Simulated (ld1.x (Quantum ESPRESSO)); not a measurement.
## lutetium TM: all-electron and pseudo phase curves

ld1.x (Quantum ESPRESSO) 7.5 input, shortened:

```
&input
   title='Lu', zed=71., rel=1, dft='PZ', iswitch=3,
   config='[Xe] 4f14 5d1 6s1.5 6p0'
 /
 &inputp
   pseudotype=2, tm=.true., lloc=1,
   nlcc=.true., new_core_ps=.true., rcore=0.65
 /
4
6S  1  0   1.50   0.00  2.80  2.80  0.0
5D  3  2   1.00   0.00  2.70  2.70  0.0
4F  4  3  14.00   0.00  0.75  0.75  0.0
6P  2  1   0.00   0.00  3.70  3.70  0.0
 &test
   configts(1)='4f14 5d1 6s1.5 6p0'
 /
```

The phase is arctan(r·u′/u) with u = r·R(r), unwrapped; energies in Ry, scanned from -3 to 5 Ry. A pole is an energy at which the radial function vanishes at the test radius. The pseudo phase is shifted by a multiple of π to meet the all-electron one at the reference energy, and phase errors are pseudo minus all-electron; the curves can meet again beyond the range given. Levels narrower than the energy grid can be missing from the lists of poles. n/a: not evaluated, since a narrow level or a reset projector energy made the automatic matching unsafe.

```tsv
channel	radius (bohr)	reference energy (Ry)	poles, all-electron	poles, pseudo	unbroken range about the reference energy with phases within 0.05 rad	phase error 1 Ry above the reference energy (rad)
s	3.98	-0.55	-0.01, 3.55	-0.03, 1.90	below 0.6	-0.024
p	3.98	-0.27	0.75, 4.59	0.69, 3.43	n/a	n/a
d	3.98	-0.36	-0.18, 2.25	-0.17, 3.02	below 0.3	+0.281
f	3.98	-0.96	1.63, 4.62	2.46	not even at the reference energy	+0.051
```

A Bessel basis up to 400 Ry misses an occupied level by 0.10 Ry, so cutoffs and ghosts were not judged.

Phases in the d channel:

| E (Ry) | all-electron | pseudo |
| --- | --- | --- |
| -3.00 | 1.419 | 1.419 |
| -2.76 | 1.412 | 1.412 |
| -2.52 | 1.403 | 1.404 |
| -2.28 | 1.394 | 1.394 |
| -2.04 | 1.382 | 1.383 |
| -1.80 | 1.367 | 1.368 |
| -1.56 | 1.348 | 1.350 |
| -1.32 | 1.321 | 1.324 |
| -1.08 | 1.281 | 1.285 |
| -0.84 | 1.206 | 1.213 |
| -0.60 | 0.980 | 0.992 |
| -0.36 | -0.989 | -0.989 |
| -0.12 | -1.638 | -1.626 |
| 0.12 | -1.799 | -1.770 |
| 0.36 | -1.959 | -1.886 |
| 0.60 | -2.277 | -2.053 |
| 0.84 | -3.226 | -2.416 |
| 1.08 | -4.139 | -3.304 |
| 1.32 | -4.433 | -4.072 |
| 1.56 | -4.559 | -4.364 |
| 1.80 | -4.630 | -4.497 |
| 2.04 | -4.679 | -4.572 |
| 2.28 | -4.717 | -4.622 |
| 2.52 | -4.751 | -4.658 |
| 2.76 | -4.785 | -4.686 |
| 3.00 | -4.823 | -4.710 |
| 3.24 | -4.872 | -4.732 |
| 3.48 | -4.947 | -4.753 |
| 3.72 | -5.090 | -4.774 |
| 3.96 | -5.502 | -4.797 |
| 4.20 | -6.762 | -4.824 |
| 4.44 | -7.412 | -4.858 |
| 4.68 | -7.603 | -4.906 |
| 4.92 | -7.689 | -4.982 |
